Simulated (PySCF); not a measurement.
## In (indium, neutral) across methods

[Kr] 4d10 5s2 6s1, 2S determinant (an excited configuration). All numbers are calculated (PySCF 2.14, a scalar-relativistic core potential, in aug-cc-pwCVDZ-PP with ECP28MDF (6s5p4d1f, 48 functions)). The B2PLYP total includes its PT2 part (frozen core); its orbital energies are those of the SCF part.

```json
{"method": "r2SCAN", "E (hartree)": "-190.0689", "mean ε 5s α (eV)": "-11.041", "mean ε 5s β (eV)": "-11.130", "mean ε 6s α (eV)": "-1.665", "Σ⟨r²⟩ (bohr²)": "94.72", "⟨S²⟩": "0.750"}
{"method": "TPSS", "E (hartree)": "-189.9292", "mean ε 5s α (eV)": "-10.803", "mean ε 5s β (eV)": "-10.776", "mean ε 6s α (eV)": "-1.671", "Σ⟨r²⟩ (bohr²)": "95.54", "⟨S²⟩": "0.750"}
{"method": "r2SCAN0", "E (hartree)": "-190.0350", "mean ε 5s α (eV)": "-11.886", "mean ε 5s β (eV)": "-11.907", "mean ε 6s α (eV)": "-1.921", "Σ⟨r²⟩ (bohr²)": "94.76", "⟨S²⟩": "0.750"}
{"method": "BLYP", "E (hartree)": "-189.9759", "mean ε 5s α (eV)": "-10.879", "mean ε 5s β (eV)": "-10.862", "mean ε 6s α (eV)": "-1.465", "Σ⟨r²⟩ (bohr²)": "94.07", "⟨S²⟩": "0.750"}
{"method": "LDA", "E (hartree)": "-189.6877", "mean ε 5s α (eV)": "-11.260", "mean ε 5s β (eV)": "-11.201", "mean ε 6s α (eV)": "-1.640", "Σ⟨r²⟩ (bohr²)": "93.12", "⟨S²⟩": "0.750"}
{"method": "PBE0", "E (hartree)": "-190.0074", "mean ε 5s α (eV)": "-11.738", "mean ε 5s β (eV)": "-11.655", "mean ε 6s α (eV)": "-1.970", "Σ⟨r²⟩ (bohr²)": "95.19", "⟨S²⟩": "0.750"}
{"method": "B2PLYP", "E (hartree)": "-189.7246", "mean ε 5s α (eV)": "-12.418", "mean ε 5s β (eV)": "-12.313", "mean ε 6s α (eV)": "-2.024", "Σ⟨r²⟩ (bohr²)": "95.30", "⟨S²⟩": "0.750"}
{"method": "UHF", "E (hartree)": "-189.10471", "mean ε 5s α (eV)": "-13.359", "mean ε 5s β (eV)": "-13.153", "mean ε 6s α (eV)": "-2.459", "Σ⟨r²⟩ (bohr²)": "96.97", "⟨S²⟩": "0.750"}
```

Task: Estimate the same row for PBE.

Result: E (hartree) = -190.0136; mean ε 5s α (eV) = -10.912; mean ε 5s β (eV) = -10.855; mean ε 6s α (eV) = -1.695; Σ⟨r²⟩ (bohr²) = 94.82; ⟨S²⟩ = 0.750.

Energies and moments cover only the electrons outside the core potential. The outer electron is Rydberg-like, and this basis confines it to a smaller radius and binds it less than a complete one would.
